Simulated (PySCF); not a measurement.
# TlBr: from constants to spectrum

RHF-CCSD(T) constants of TlBr, singlet, closed shell (PySCF, spin-free X2C with a Gaussian nucleus, basis sets Tl x2c-TZVPPall, Br x2c-TZVPPall; masses 204.9744 and 78.9183 u):

```
ωe            : 191.5 cm⁻¹
ωexe          : 0.406 cm⁻¹
Be            : 0.042183 cm⁻¹
αe            : 0.000128 cm⁻¹
De to Tl + Br : 3.93 eV
```

What force constant and bond length do these constants imply?

Reduced mass μred = 56.980 u; k = 5.8918×10⁻⁷·μred·ωe² (u, cm⁻¹, mdyn/Å) = 1.23 mdyn/Å; Re = √(16.8576/(μred·Be)) (u, cm⁻¹, Å) = 2.648 Å.

Estimate the centrifugal constant D from the Kratzer relation and find the Dunham coefficient a1.

D = 4Be³/ωe² = 8.19e-09 cm⁻¹; a1 = −1 − αeωe/(6Be²) = -3.30.

Measured values (Huber and Herzberg, Constants of Diatomic Molecules (1979)): ωe = 192.1 cm⁻¹, ωexe = 0.39 cm⁻¹, Be = 0.0423895 cm⁻¹, αe = 0.00012755 cm⁻¹.

Correlated steps freeze 43 core orbitals. Spin–orbit coupling is left out, which matters for elements this heavy, above all for dissociation energies. Where the molecule has an RHF reference, its open-shell atoms are computed with UHF.
